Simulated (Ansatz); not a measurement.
Stepwise reaction of `[Cl][InH2]` with hydrogen chloride, as a gas-phase model of exchange steps in deposition or etching. ΔE in kJ/mol; ΔG adds harmonic PBE0-D4 terms to CCSD(T)/CBS, at 1 bar.

Program: Ansatz. Geometries: PBE0-D4/def2-TZVP. ΔE: electronic, gas phase. CCSD(T)/CBS adds triple-zeta CCSD(T) − MP2 to the extrapolated MP2 energy (def2 sets, frozen cores). This one scheme is used for every species. Functionals use def2-TZVPP. B3LYP here is the variant with VWN-RPA as its local correlation; programs differ in this. Elements past krypton have def2 core potentials. For In outer-core shells are correlated without core-valence functions, which leaves a few kJ/mol of doubt a bond.

| step | reaction | PBE-D4 | B3LYP-D4 | ωB97M-V | CCSD(T)/CBS | ΔG(400 K) |
| --- | --- | --- | --- | --- | --- | --- |
| 1 | `[Cl][InH2]` + HCl → `[Cl][InH][Cl]` + H₂ | -94.3 | -96.3 | -94.4 | -99.7 | -93.4 |
| 2 | `[Cl][InH][Cl]` + HCl → `[Cl][In]([Cl])[Cl]` + H₂ | -75.1 | -77.7 | -75.2 | -80.5 | -70.4 |

Q: By hand: ΔE of the 2 steps together at CCSD(T)/CBS.

A: (-99.7) + (-80.5) = -180.2 kJ/mol, or -90.1 kJ/mol a step.

In ΔE each step is higher than the one before. All are downhill at CCSD(T)/CBS. ΔG lies between -93.4 and -70.4 kJ/mol a step. PBE-D4 differs from CCSD(T)/CBS by 5.4 to 5.4 kJ/mol a step. Isolated molecules leave out the surface, adducts and barriers. Largest T1 diagnostic: 0.014.
